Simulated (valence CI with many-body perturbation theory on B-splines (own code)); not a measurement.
The numbers below are computed, except where a source is named.
**Tb50+: input, log and results**

The program does CI of the valence electrons with many-body perturbation theory for a frozen closed Dirac-Fock core.

Command, and the settings that its task file holds:

```sh
python run_cv.py task.json out
```

```
atom Tb  Z=65  mass_number=159  rms_radius_fm=5.0600
core [Ne]
valence 3s2 3p3
avg = 1
basis = S
breit = 1
cap = 10000
capref = 1200
cscale = 1
de = 0.0
dress = 0
eps = 2e-08
extrap = 1
h = 0.27
hh = 1
l2 = 3
lcore = 6
maxit = 60
n2 = 5
natural = 1
nlev = 21
nno = [3, 3, 3, 2, 1]
nroot = 26
ns = 3
nsp = [3, 3, 2, 1, 0]
pt2 = 1
qed = 1
rpa = 1
s1 = 1
s2 = 1
s3 = 1
screen = 1
tol = 2e-05
whole = 1
```

Log. The first blocks belong to the next ion, which gives the ionisation energy. Fields: 2J, parity (1 odd), roots, reference size, generating configurations, candidates as configurations/state functions, variational space P, stored matrix elements, Davidson steps; e2 is the range of second-order energies in hartree. The first line gives the box (bohr), its intervals, the orbitals and the steps of their self-consistent field. Window is the range of levels sought, series limit the energy at which the first omitted orbital would enter, core excitation an estimate of the first excitation out of the core, left out the lowest levels not solved, and shifts from estimates the range by which levels moved from their first estimate, all in cm⁻¹.

```
rmax 1.7 intervals 55 orbitals 36 references ['3s2 3p3', '3s 3p4', '3s2 3p2 3d', '3s 3p3 3d', '3p5'] scf 4 t 0.7
2J=0 par=0 roots 2 ref 24 generators 8 cand 3160/5082 P 724/999 nnz 0 it 0
2J=0 par=0 roots 2 ref 24 generators 8 cand 2456/4107 P 1655/2499 nnz 0 it 5
   second order: generators 15 cand 2616/4354 e2 -0.00001 -0.00001
reference levels 559, estimated 62, window 3623757 1/cm; series limit 24070549, core excitation 50682074
2J=3 par=1 roots 4 ref 66 generators 16 cand 7265/68277 P 961/3580 nnz 1.4e+06 it 5
2J=3 par=1 roots 4 ref 66 generators 23 cand 7526/71048 P 2050/9997 nnz 9.5e+06 it 7
   second order: generators 30 cand 9142/113963 e2 -0.00166 -0.00025
2J=5 par=1 roots 2 ref 65 generators 10 cand 6819/72928 P 803/3590 nnz 1.5e+06 it 5
2J=5 par=1 roots 2 ref 65 generators 17 cand 7682/85071 P 1780/10000 nnz 1e+07 it 6
   second order: generators 24 cand 8433/115067 e2 -0.00163 -0.00051
2J=3 par=0 roots 7 ref 71 generators 17 cand 7265/68299 P 868/3587 nnz 1.5e+06 it 8
2J=3 par=0 roots 7 ref 71 generators 23 cand 7880/75482 P 1975/9997 nnz 8.9e+06 it 9
   second order: generators 34 cand 9954/108725 e2 -0.00291 -0.00128
2J=1 par=1 roots 2 ref 41 generators 11 cand 6170/34129 P 1136/3551 nnz 1.3e+06 it 5
2J=1 par=1 roots 2 ref 41 generators 17 cand 6652/36818 P 2625/9992 nnz 8e+06 it 6
   second order: generators 24 cand 7163/49489 e2 -0.00028 -0.00012
2J=5 par=0 roots 7 ref 74 generators 18 cand 7309/81677 P 834/3596 nnz 1.6e+06 it 5
2J=5 par=0 roots 7 ref 74 generators 23 cand 7695/90117 P 1866/10000 nnz 9.2e+06 it 9
   second order: generators 37 cand 11510/154634 e2 -0.00405 -0.00180
2J=1 par=0 roots 5 ref 44 generators 16 cand 6999/40009 P 1149/3557 nnz 1.3e+06 it 6
2J=1 par=0 roots 5 ref 44 generators 21 cand 6985/41464 P 2663/9998 nnz 8e+06 it 7
   second order: generators 28 cand 8488/57555 e2 -0.00075 -0.00033
2J=7 par=0 roots 4 ref 54 generators 13 cand 7321/84079 P 770/3557 nnz 1.6e+06 it 4
2J=7 par=0 roots 4 ref 54 generators 17 cand 7431/86822 P 1638/9992 nnz 1e+07 it 7
   second order: generators 27 cand 9709/129026 e2 -0.00223 -0.00148
2J=9 par=0 roots 2 ref 34 generators 7 cand 5000/55749 P 729/3533 nnz 1.8e+06 it 4
2J=9 par=0 roots 2 ref 34 generators 12 cand 6631/69156 P 1655/9996 nnz 1.2e+07 it 5
   second order: generators 22 cand 7905/102393 e2 -0.00040 -0.00037
left out: unestimated 5269963, estimated 4195651, shifts from estimates -53 to 77
```

**Question.** What became of the run, and why?

**Answer.** It gave no result: the setting left no core shell for the response of the core. The program said: "need at least one array to concatenate".
